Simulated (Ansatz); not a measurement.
`BC([SiH3])BCl` + CH₄ → `CBCl` + `BC[SiH3]`  (formal exchange of groups at a B–C bond)

Calculated with Ansatz (gas phase, PBE0-D4/def2-TZVP geometries, no zero-point term in ΔE). CCSD(T)/CBS adds triple-zeta CCSD(T) − MP2 to the extrapolated MP2 energy (def2 sets, frozen cores). This one scheme is used for every species. Functionals use def2-TZVPP. B3LYP here is the variant with VWN-RPA as its local correlation; programs differ in this. Each species was taken in one conformer, which may not be the lowest.

| level | ΔE (kcal/mol) | difference from CCSD(T)/CBS |
| --- | --- | --- |
| PBE-D4 | 8.6 | 0.7 |
| r2SCAN-D4 | 8.1 | 0.2 |
| PBE0-D4 | 8.1 | 0.2 |
| B3LYP-D4 | 6.8 | -1.1 |
| ωB97X-V | 6.7 | -1.2 |
| B2PLYP | 6.3 | -1.6 |
| B3LYP | 4.9 | -3.0 |
| HF/def2-TZVPP | 2.3 | -5.6 |
| MP2/def2-TZVPP | 8.9 | 1.0 |
| SCS-MP2/def2-TZVPP | 7.5 | -0.4 |
| CCSD/def2-TZVPP | 6.7 | -1.2 |
| CCSD(T)/def2-TZVPP | 7.8 | -0.1 |
| HF/def2-QZVPP | 2.3 | -5.6 |
| MP2/def2-QZVPP | 8.9 | 1.0 |
| HF/CBS(def2) | 2.3 | -5.6 |
| MP2/CBS(def2) | 9.0 | 1.1 |
| CCSD(T)/CBS | 7.9 | 0 |

Largest T1 diagnostic among the species: 0.012.

In def2-TZVPP, CCSD(T) changes the Hartree–Fock value by +5.5 kcal/mol (the triples alone add +1.1 kcal/mol) and MP2 by +6.6 kcal/mol. The D4 term adds +2.0 kcal/mol with B3LYP and +1.1 kcal/mol with PBE0; it sums over pairs of atoms, weighted by their polarisabilities, and B3LYP, whose exchange is more repulsive, gets the larger term.
